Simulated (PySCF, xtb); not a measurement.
GaH6N3, SMILES [NH2][Ga]([NH2])[NH2]. Other conformers were not sampled.

Harmonic wavenumbers (cm⁻¹) from GFN2-xTB in xtb at its own minimum, in rising order: 130, 139, 165, 183, 222, 237, 308, 353, 389, 522, 553, 603, 607, 636, 642, 1451, 1455, 1471, 3359, 3372, 3375, 3391, 3404, 3407.

What does PBE-D3(BJ)/def2-SVP (PySCF 2.14.0) give at its own minimum? (The exact figures need the calculation; the answer reports its results.)

111, 159, 164, 182, 269, 280, 319, 344, 388, 628, 680, 688, 689, 793, 794, 1479, 1485, 1496, 3476, 3480, 3481, 3573, 3579, 3579. Paired by order, the mean absolute difference is 75 cm⁻¹ and the zero-point energies are 43.4 and 45.9 kcal/mol.
